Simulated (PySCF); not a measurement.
## F(2+): ionisation energy

F(2+) [He] 2s2 2p3 (4S) → F(3+) [He] 2s2 2p2 (3P), as a difference of total energies. All numbers are calculated (PySCF 2.14, no relativity, point nucleus, in an even-tempered Gaussian basis (17 s from 0.12 bohr⁻², ratio 2.5; 11 p from 0.16 bohr⁻², ratio 2.5; 6 d from 1.6 bohr⁻², ratio 2.7; 5 f from 2.3 bohr⁻², ratio 2.7)). Correlated levels: nothing frozen; virtual orbitals above 40 to 60 times the deepest correlated orbital energy dropped. The calculations carry no spin-orbit coupling.

Order these methods by the ionisation energy they give, lowest first.
A. UHF
B. r2SCAN
C. MP2 (all electrons)
D. PBE0

A (62.259 eV), C (62.889 eV), D (62.935 eV), B (63.170 eV).

A first-order spin-orbit estimate (lowest level to lowest level, LS coupling) adds -0.054 eV.

For comparison: 62.708 eV (semi-empirical (NIST evaluation); NIST Atomic Spectra Database, ionization energies).
